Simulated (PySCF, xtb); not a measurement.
TiF4, SMILES [F][Ti]([F])([F])[F], multiplicity 1.

Harmonic wavenumbers (cm⁻¹) from GFN2-xTB (xtb) at its own minimum, in rising order: 195, 195, 210, 210, 210, 559, 663, 663, 663.

What does PBE-D3(BJ)/def2-SVP run with PySCF give at its own minimum? (An estimate is asked for; the answer gives what the named calculation found.)

190, 190, 214, 214, 214, 710, 810, 810, 810. Paired by order, the mean absolute difference is 68 cm⁻¹ and the zero-point energies are 5.1 and 5.9 kcal/mol.
